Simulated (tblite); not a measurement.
Start geometry of `c1cc(ccn1)C=C=C` from a force field or distance geometry (Å):
```
atom  x, y, z in Å
C1     3.1609   -0.2277    0.2172
C2     2.0818    0.4134   -0.2087
C3     1.0222    1.0200   -0.6009
C4    -0.2494    0.4215   -0.2187
C5    -0.7466   -0.6400   -0.9758
C6    -1.9390   -1.2718   -0.6816
N7    -2.6119   -0.8302    0.4042
C8    -2.1520    0.1791    1.1710
C9    -0.9616    0.8365    0.8981
H10    3.5244    0.0735    1.1758
H11    3.5340   -0.9754   -0.4299
H12    1.1334    1.8976   -1.1755
H13   -0.1488   -0.9322   -1.8309
H14   -2.2843   -2.0845   -1.3039
H15   -2.7569    0.4798    2.0227
H16   -0.6138    1.6492    1.5256
```

**Question.** What comes out of this run: GFN2-xTB geometry optimisation, gas phase in tblite 0.8.0?

**Answer.** 
```
atom  x, y, z in Å
C1     3.274   -0.255   -0.568
C2     2.211    0.328   -0.124
C3     1.131    0.909    0.323
C4    -0.210    0.349    0.210
C5    -0.451   -0.885   -0.398
C6    -1.750   -1.350   -0.470
N7    -2.794   -0.691    0.009
C8    -2.569    0.478    0.586
C9    -1.312    1.041    0.713
H10    3.854   -0.926    0.045
H11    3.638   -0.090   -1.571
H12    1.209    1.873    0.812
H13    0.369   -1.458   -0.804
H14   -1.974   -2.302   -0.934
H15   -3.446    0.987    0.964
H16   -1.187    2.000    1.194
```

The energy falls by 56.9 kJ/mol over 110 L-BFGS steps, the largest force on an atom goes from 2.97 to 0.009 eV/Å, and the atoms move by 1.001 Å rms after alignment. The bond that changes most is C1=C2 (outer carbon of cumulated double bonds to central carbon of cumulated double bonds), which shortens by 0.034 Å. Bonds longer at the end by more than 0.005 Å: 5 of 16; shorter: 3. Among the angles that change most is H10–C1–H11, from 128.9° to 116.2°. Among the dihedrals that turn most is H12–C3–C4–C9, from -85° to 0°. Rotational constants go from 4059, 1053, 947.0 to 4830, 1014, 843.0 MHz. The orientation of the end geometry is arbitrary; only internal coordinates are fixed.

The run took 0.7 s wall on one thread, Arm Neoverse V1 (aarch64), no GPU, shared host with 32 logical CPUs at a one-minute load of 16.

Its GFN2-xTB frequencies are all real (lowest 54 cm⁻¹). One conformer, not necessarily the lowest.

The numbers are calculated, not measured.
